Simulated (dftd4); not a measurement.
silicon monosulfide (SSi), singlet, geometry from GFN2-xTB; D4 for bp86 run with dftd4 4.2.0.

Here is a job for dftd4.
```
$ dftd4 mol.xyz --func bp86 --charge 0 --json dftd4.json --noedisp --property

# file mol.xyz
2

Si    -0.00000000    -0.00000000    -1.06660351
S      0.00000000     0.00000000     0.93327807
```

Output, abridged:

```
                    ____  _____ _____     ____  _  _
      -------------|  _ \|  ___|_   _|---|  _ \| || |------------
     |             | | | | |_    | | ___ | | | | || |_           |
     |             | |_| |  _|   | ||___|| |_| |__   _|          |
     |             |____/|_|     |_|     |____/   |_|            |
     |             ===================================           |
     |            E. Caldeweyher, S. Ehlert & S. Grimme          |
     |          Mulliken Center for Theoretical Chemistry        |
     |                    University of Bonn                     |
      -----------------------------------------------------------

Rational (Becke-Johnson) damping: bp86-D4-ATM
---------------------
  s6         1.0000
  s8         3.3550
  s9         1.0000
  a1         0.4365
  a2         4.9241
 alp        16.0000
--------------------

Atomic data, radii in Ångström:
------------------------------------------------------
   Z          R(cov)      r4/r2   hardness         EN
------------------------------------------------------
  14 Si       1.3867     2.5839     0.3054     1.9000
  16 S        1.3600     2.1385     0.3892     2.5800
------------------------------------------------------

Atomic reference systems (in atomic units):
----------------------------------------------------------------------------
   Z        #      CN     q+Z       C6(AA)   #      CN     q+Z       C6(AA)
----------------------------------------------------------------------------
  14 Si     1  0.0000 14.0000     321.4498   2  0.8915 14.0165     270.4983
            3  1.8234 13.9936     236.2774   4  2.8003 13.9692     228.3542
            5  3.6668 13.9341     158.2713
  16 S      1  0.0000 16.0000     134.5983   2  0.9220 15.8373     145.7512
            3  1.8445 15.7622     148.5324
----------------------------------------------------------------------------

Atomic properties (in atomic units):
----------------------------------------------------------------------------
     #    Z              CN          q      C6(AA)        C8(AA)   alpha(0)
----------------------------------------------------------------------------
     1   14 Si       0.8824     0.2477    255.0512    18242.9602    34.1402
     2   16 S        0.8824    -0.2477    149.4183     7320.1805    20.6788
----------------------------------------------------------------------------

Molecular properties (in atomic units):
----------------------------------------
 molecular C6                 785.6058
 molecular C8               48124.9154
----------------------------------------

Dispersion energy:      -2.2915743304350E-03 Eh

[Info] JSON dump of results written to 'dftd4.json'
```
